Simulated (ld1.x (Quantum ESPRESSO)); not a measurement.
Before and after: RRKJ potential for Sc (Z = 21)

Sc (Z = 21), norm-conserving RRKJ (Kleinman–Bylander form), made with ld1.x (Quantum ESPRESSO) 7.5 (PBE, scalar-relativistic). Core [Ne], reference 3s2 3p6 3d1 4s2 4p0. Waves: 3p (bound): rc 1.20 bohr; 3d (bound): rc 2.00 bohr; 3s (bound): rc 1.20 bohr. Local part: the s channel. Core correction: none.

Occupied shells without a wave of their own: 4s. They enter only through the test configuration that unscreens the potential.

All-electron outer shells of the reference configuration (PBE, scalar-relativistic, ld1.x):

| shell | level (eV) | outermost node (bohr) | outermost maximum (bohr) |
| --- | --- | --- | --- |
| 2s | -474.33 | 0.10 | 0.28 |
| 2p | -388.26 | – | 0.23 |
| 3s | -55.04 | 0.42 | 0.92 |
| 3p | -33.63 | 0.39 | 0.97 |
| 4s | -4.18 | 1.33 | 3.14 |
| 3d | -3.23 | – | 1.10 |
| 4p | -1.47 | 1.49 | 4.03 |

Change: wave 3d (bound): rc 2.00 bohr becomes 3d (bound): rc 2.60 bohr.

Cutoffs: the cutoffs (Ry, on a coarse ladder) from which the occupation-weighted sum of valence levels, in a spherical-Bessel basis at the reference potential, stays within 10 and 1 mRy of its value at 400 Ry; they do not see the model core or the augmentation charge, which bear on the density cutoff. Errors are all-electron minus pseudo energies relative to the spin-unpolarised reference configuration.

Question: What does the change do?

Answer: The potential gets neither clearly harder nor softer (100 Ry and 160 Ry → 100 Ry and 160 Ry); the s channel sets the loose cutoff, while the largest relative change is in d, which becomes softer; of the 7 tests that both files solve, the error grows in 2 and shrinks in 1 by more than 15 % and 0.3 meV (median size 118.9 → 82.9 meV); neither file shows a bound ghost.

| quantity | base | changed |
| --- | --- | --- |
| cutoff, loose | 100 Ry | 100 Ry |
| cutoff, tight | 160 Ry | 160 Ry |
| loose cutoff by channel (10 mRy a level) | p 70 Ry, d 35 Ry, s 80 Ry | p 70 Ry, d 21 Ry, s 80 Ry |
| bound ghosts | none | none |
| largest miss of a reference level, eV | 0.06 | 0.06 |
| error for 3s2 3p6 3d1 4s1 4p0, meV [ΔE 6.90 eV] | -82 | -83 |
| error for 3s2 3p6 3d1 4s0 4p0, meV [ΔE 19.66 eV] | -222 | -235 |
| error for 3s2 3p6 3d0 4s0 4p0, meV [ΔE 44.54 eV] | -224 | +50 |
| error for 3s2 3p6 3d1 4s0 4p1, meV [ΔE 10.33 eV] | -161 | -166 |
| error for 3s2 3p6 3d1 4s1.5 4p0, meV [ΔE 2.75 eV] | -35 | -35 |
| error for 3s2 3p6 3d0 4s2 4p1, meV [ΔE 3.46 eV] | +119 | +308 |
| error for 3s2 3p6 3d2 4s1 4p0, meV [ΔE 1.67 eV] | -25 | +36 |

Base: The 4s level has no wave, so the channel is fitted at the deeper level alone: the likely source of the large errors. Changed file: The 4s level has no wave, so the channel is fitted at the deeper level alone: the likely source of the large errors.
